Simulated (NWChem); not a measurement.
**H$_{5}$BN$_{2}$**

```xyz
8

B      0.0000     0.0000     0.4932
H      0.0000     0.0000     1.7068
N      1.2431     0.0000    -0.1759
H      2.1178     0.0000     0.3260
H      1.3522     0.0000    -1.1808
N     -1.2431     0.0000    -0.1759
H     -1.3522     0.0000    -1.1808
H     -2.1178     0.0000     0.3260
```
Charge 0, spin multiplicity 1.

Program: NWChem. All single points use one geometry, from PBE0/def2-SVP, a minimum by its harmonic frequencies. It is one conformer; others weren't searched.

Symmetry labels belong to the abelian group C2v used in the runs, with the axes of the coordinates shown.

B3LYP has NWChem's definition, with VWN1-RPA local correlation. The structure started from a generated list of species.

### Question
List the lowest 4 singlet excitations that TD-B3LYP/def2-SVP, VWN1-RPA local correlation gives, with oscillator strengths.

### Answer
| state | symmetry | energy (eV) | wavelength (nm) | f |
|---|---|---|---|---|
| 1 | a2 | 6.71 | 185 | 0.000 |
| 2 | b2 | 7.42 | 167 | 0.018 |
| 3 | a2 | 7.89 | 157 | 0.000 |
| 4 | b1 | 8.30 | 149 | 0.256 |
